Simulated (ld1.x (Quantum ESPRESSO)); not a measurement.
## gallium, PAW: configuration errors across variants

ld1.x (Quantum ESPRESSO) 7.5 input, shortened:

```
&input
   title='Ga', zed=31., rel=1, dft='PBE', iswitch=3,
   config='[Ar] 3d10 4s2 4p0'
 /
 &inputp
   pseudotype=3, lpaw=.true., tm=.true., lloc=-1, rcloc=1.30,
   nlcc=.false.,
   which_augfun='BESSEL', rmatch_augfun=0.90
 /
6
4S  1  0   2.00   0.00  1.45  2.00  0.0
4S  1  0   0.00  -0.15  1.45  2.00  0.0
4P  2  1   0.00   0.00  1.90  2.30  0.0
4P  2  1   0.00   0.15  1.90  2.30  0.0
3D  3  2  10.00   0.00  0.90  1.15  0.0
3D  3  2   0.00  -1.50  0.90  1.15  0.0
 &test
   configts(1)='3d10 4s2 4p0'
 /
```

All-electron excitation energies from the reference (eV): (1) 3d10 4s2 4p1 -5.688; (2) 3d10 4s1 4p0 21.128; (3) 3d10 4s0 4p0 52.400; (4) 3d10 4s1 4p2 0.850; (5) 3d10 4s1 4p1 7.372; (6) 3d10 4s2 4p0.5 -3.658.

The default core radius of the base comes out at 0.31 bohr.

Tests that are not counted but printed errors over 1 eV. “base”: 3d9 4s0 4p0 (solver errors, printed error -1346 eV). “wave 4p channel at 0.15 Ry: rcut 1.90, rcutus 2.30 bohr becomes 4p channel at 1.68 Ry: rcut 1.90, rcutus 2.30 bohr”: 3d9 4s0 4p0 (solver errors, printed error -1346 eV). “augmentation BESSEL, radius 0.85 bohr”: 3d9 4s0 4p0 (solver errors, printed error -1346 eV). “local potential all-electron potential smoothed inside 0.90 bohr (lloc = -2)”: 3d9 4s0 4p0 (solver errors, printed error -1346 eV). “all radii but the core radius scaled by about 0.97 (s 1.94, p 2.22, d 1.12 bohr, rcut 1.40/1.84/0.88); local potential all-electron potential smoothed inside 1.26 bohr (lloc = -1); augmentation BESSEL, radius 0.88 bohr”: 3d9 4s0 4p0 (solver errors, printed error -1346 eV).

2 further variants failed, have other tests or too few solved ones, and are left out.

A true bound ghost makes a file unfit for plane-wave use even where its test errors are small: the radial tests pick states by their node count and pass the ghost by. Where a test does run into it, the solver fails or the error is huge.

Errors AE − PS in meV (a dash: test not solved or not reliable):

```csv
change,(1),(2),(3),(4),(5),(6),bound ghosts
base,+2.7,+17,+120,+0.4,-0.1,+1.3,none
"wave 4p channel at 0.15 Ry: rcut 1.90, rcutus 2.30 bohr becomes 4p channel at 1.68 Ry: rcut 1.90, rcutus 2.30 bohr",+2.7,+17,+120,+0.4,-0.1,+1.3,none
core correction a·sin(br)/r model core inside 0.44 bohr,+1.8,+3.2,+14,+1.1,-0.4,+0.9,none
"augmentation BESSEL, radius 0.85 bohr",+2.7,+17,+119,+0.4,0.0,+1.3,none
local potential all-electron potential smoothed inside 0.90 bohr (lloc = -2),+2.3,+9.8,+117,-0.2,-1.7,+1.1,s
"all radii but the core radius scaled by about 0.97 (s 1.94, p 2.22, d 1.12 bohr, rcut 1.40/1.84/0.88); local potential all-electron potential smoothed inside 1.26 bohr (lloc = -1); augmentation BESSEL, radius 0.88 bohr",+2.3,+18,+128,+0.1,+0.5,+1.2,none
local potential all-electron potential smoothed inside 2.04 bohr (lloc = -1),+1.0,-0.6,+1.1,+0.1,-0.8,+0.6,none
"waves 4p (bound): rcut 1.90, rcutus 2.54 bohr; 4p channel at 0.15 Ry: rcut 1.90, rcutus 2.54 bohr",+5.7,+17,+120,+5.7,-0.8,+2.4,none
"waves 4s (bound): rcut 1.45, rcutus 1.96 bohr; 4s channel at -0.15 Ry: rcut 1.45, rcutus 1.96 bohr",+2.9,+14,+107,+0.7,-0.8,+1.3,none
core correction a·sin(br)/r model core inside 1.02 bohr,+1.8,+3.0,+14,+1.0,-0.6,+0.9,none
```

Problem. Give the same row for: waves 3d (bound): rcut 0.84, rcutus 0.88 bohr; 3d channel at -1.5 Ry: rcut 0.84, rcutus 0.88 bohr.

Solution. +2.4, +20, +138, +0.3, +0.6, +1.1; bound ghosts: none. Not counted: 3d9 4s0 4p0 (solver errors, printed error -1346 eV).
